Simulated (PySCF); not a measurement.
**W⁶⁶⁺ (tungsten, charge +66): UHF calculation**

Configuration: [He] 2s2 2p4, high-spin 3P determinant. All numbers are calculated (PySCF 2.14, the non-relativistic Hamiltonian (point nucleus), in an uncontracted even-tempered set (17 s from 43 bohr⁻², ratio 2.2; 10 p from 56 bohr⁻², ratio 2.2; 5 d from 220 bohr⁻², ratio 2.4; 5 f from 330 bohr⁻², ratio 2.4; 4 g from 490 bohr⁻², ratio 2.4)).

```
Total energy                                                  : -9171.727132 hartree
One-electron energy                                           : -9575.2375 hartree
Hartree (Coulomb) energy                                      : 506.0878 hartree
Exchange energy                                               : -102.5774 hartree
Kinetic energy                                                : 9171.72364 hartree
⟨S²⟩                                                          : 2.0000
⟨L²⟩                                                          : 2.000
Sum of ⟨r⟩                                                    : 0.4929 bohr
Sum of ⟨r²⟩                                                   : 0.04189 bohr²
Traceless quadrupole moment −½Σ⟨3z² − r²⟩ along its main axis : -0.00243 e·bohr²
Density at the nucleus (Gaussians lack the cusp)              : 281000 bohr⁻³
Spin density at the nucleus                                   : -1.36 bohr⁻³
```

```csv
shell,electrons,mean orbital energy (eV),spread (eV),"rms radius, mean of both spins (bohr)"
1s α,1,-70697.2,0,0.0236
1s β,1,-70634.8,0,0.0236
2s α,1,-16451.8,0,0.0909
2s β,1,-16336.1,0,0.0909
2p α,3,-16135.6,40.736,0.0778
2p β,1,-16068.4,0,0.0778
```

A non-relativistic calculation at this Z misses sizeable relativistic shifts. Spin-orbit coupling is strong in this species (close to jj coupling), so the high-spin LS determinant is a model state, not a physical level.

Spin-orbit constants ζ (cm⁻¹) from the X2C one-electron operator on these orbitals (non-relativistic here): bare nucleus, nucleus screened by l(l+1)(2l+1)/3 electrons, and screened by the Breit-Pauli mean field of the electrons.

```tsv
shell	bare	screened nucleus	mean field
2p	5334000	5190000	5136000
```

To first order the Landé constant is A = -2568000 cm⁻¹, so the lowest level has J = 2 and lies 318 eV below the centre of the term. This holds in LS coupling only, and this species is close to jj coupling.
